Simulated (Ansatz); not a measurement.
Cost and result for the atomization energy of CH8GeSi2 (`[GeH3][CH]1[SiH2][SiH2]1`) (12 atoms, 12 bonds).

```xyz
12

Ge    1.249    1.054    0.735
C    -0.384    0.024    0.527
Si   -0.261   -1.679   -0.298
Si   -1.297    0.128   -1.131
H     0.927    2.541    0.977
H     2.084    0.519    1.914
H     2.079    0.931   -0.556
H    -1.002    0.082    1.422
H    -1.031   -2.772    0.341
H     1.096   -2.101   -0.718
H    -0.688    1.011   -2.154
H    -2.771    0.262   -1.059
```

Total charge 0; spin multiplicity 1. Correlated methods include outer-core shells of Ge, which these sets cover unevenly. Scalar relativity is left out up to krypton. The structure was optimised at the PBE0-D4/def2-TZVP level. Program: Ansatz. All runs use 4 threads of an Intel Xeon Platinum 8488C on a shared host. Times are those of one run each, without the atoms' runs, and a repeat can differ threefold. Electronic energies, without spin–orbit coupling; frozen cores. CCSD(T)/CBS adds CCSD(T) − MP2 in def2-TZVPP to the MP2 limit, and its time is that of the two runs behind it. T1 = 0.013. With those shells the extrapolation isn't a true limit. B3LYP takes the VWN-RPA correlation (the form of Gaussian; ORCA's B3LYP/G).

CCSD(T)/CBS is a level of theory with its own doubt, some kJ/mol a heavy atom from the limit and from the frozen cores, so smaller differences don't rank the functionals.

```
                             level  functions  wall time  atomization (kcal/mol)  difference from CCSD(T)/CBS  per bond
   PBE-D4/def2-TZVPP (with forces)        275      2.6 s                   865.4                         -6.3      -0.5
                PBE0-D4/def2-TZVPP        275      3.3 s                   863.0                         -8.7      -0.7
r2SCAN-D4/def2-TZVPP (with forces)        275      4.5 s                   871.6                         -0.1       0.0
 B3LYP-D4/def2-TZVPP (with forces)        275      5.5 s                   864.2                         -7.5      -0.6
                 B2PLYP/def2-TZVPP        275        6 s                   853.8                        -17.9      -1.5
                ωB97X-V/def2-TZVPP        275      7.5 s                   876.9                          5.2       0.4
  ωB97M-V/def2-TZVPP (with forces)        275       11 s                   867.4                         -4.3      -0.4
                    MP2/def2-QZVPP        526       29 s                   859.6                        -12.1      -1.0
                CCSD(T)/def2-TZVPP        275    2.3 min                   851.8                        -19.9      -1.7
                 CCSD(T)/CBS(def2)          –    2.8 min                   871.7                          0.0       0.0
```

In def2-TZVPP, CCSD(T) changes the Hartree–Fock value by +207.1 kcal/mol (the triples alone add +10.6 kcal/mol) and MP2 by +203.2 kcal/mol; breaking electron pairs costs correlation energy, which Hartree–Fock lacks. The D4 term adds +12.0 kcal/mol with B3LYP and +6.3 kcal/mol with PBE0; it sums over pairs of atoms, weighted by their polarisabilities, and B3LYP, whose exchange is more repulsive, gets the larger term. From PBE to PBE0 (25 % exact exchange), in def2-TZVPP and without D4, the atomization energy moves by −1.3 kcal/mol: exact exchange takes away binding that semilocal exchange gives to molecules.
